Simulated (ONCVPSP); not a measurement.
**terbium (Tb): one change to an ONCV potential, before and after**

* Element: terbium
* Generator: ONCVPSP 4.0.1
* Type: optimised norm-conserving Vanderbilt (ONCV)
* Functional: PBE
* Relativity: scalar-relativistic
* Frozen core: [Kr] 4d10 4f8
* Valence charge: 11
* Reference configuration: 5s2 5p6 5d1 6s2
* Partial waves: 5s+6s: rc 1.95 bohr, ncon 4, nbas 8, qcut 5 1/bohr, 2 projectors; 5p: rc 1.60 bohr, ncon 4, nbas 9, qcut 5.1 1/bohr, 2 projectors, debl 0.8 Ha; 5d: rc 2.30 bohr, ncon 3, nbas 7, qcut 4.6 1/bohr, 2 projectors, debl 0.7 Ha
* Local potential: polynomial inside 1.10 bohr (lpopt 5, dvloc0 0 Ha)
* Core correction: Teter function, fcfact 4, rcfact 1.35

In the p channel the program set the typed energies aside and used -1.025, 0.250 Ha.

All-electron outer shells of the reference configuration (PBE, scalar-relativistic, ld1.x):

| shell | level (eV) | outermost node (bohr) | outermost maximum (bohr) |
| --- | --- | --- | --- |
| 5s | -51.27 | 0.64 | 1.18 |
| 5p | -27.89 | 0.69 | 1.33 |
| 4f | -8.97 | – | 0.55 |
| 6s | -4.19 | 1.57 | 3.32 |
| 5d | -2.42 | 0.77 | 1.94 |

Change: core correction Teter function, fcfact 4, rcfact 1.46.

Cutoffs: the cutoffs (Ha) at which the residual kinetic energy of the hardest occupied pseudo-wave falls to 1 and 0.1 mHa per electron; they do not see the model core or the augmentation charge, which bear on the density cutoff. Errors are all-electron minus pseudo energies relative to the spin-unpolarised reference configuration.

Q: How do hardness, ghosts and transferability respond?

A: The potential gets neither clearly harder nor softer (36 Ha and 101 Ha → 36 Ha and 101 Ha); both files keep a bound ghost (s); of the 3 tests that both files solve, the error grows in 1 and shrinks in 2 by more than 15 % and 0.3 meV (median size 2.1 → 2.6 meV). A model core, the more so a compact one, raises the density cutoff, which this test does not measure.

| quantity | base | changed |
| --- | --- | --- |
| cutoff, loose | 36 Ha | 36 Ha |
| cutoff, tight | 101 Ha | 101 Ha |
| bound ghosts | s | s |
| GHOST(+) flags under 300 eV | p at 141.9 eV | p at 141.9 eV |
| tests counted as reliable (solved cleanly; for ONCVPSP, near-neutral configurations with less than one 5d electron left out) | 3 of 4 | 3 of 4 |
| error for 5s2 5p6 5d1 6s1, meV [ΔE 6.74 eV] | +0.6 | +0.1 |
| error for 5s2 5p6 5d1 6s0, meV [ΔE 19.01 eV] | +15 | +10 |
| error for 5s2 5p6 5d1.5 6s1.5, meV [ΔE 0.93 eV] | -2.1 | -2.6 |
| s: phases at 1.98 bohr within 0.05 rad from the reference energy up to (Ha; the scan ends near 5) | to the end of the scan | to the end of the scan |
| p: phases at 1.62 bohr within 0.05 rad from the reference energy up to (Ha; the scan ends near 5) | 4.0 | 4.0 |
| d: phases at 2.33 bohr within 0.05 rad from the reference energy up to (Ha; the scan ends near 5) | to the end of the scan | to the end of the scan |
| rms error of d²Exc/dni dnj with the model core, mHa | 0.52 | 0.73 |

 A true bound ghost makes a file unfit for plane-wave use even where its test errors are small: the radial tests pick states by their node count and pass the ghost by.
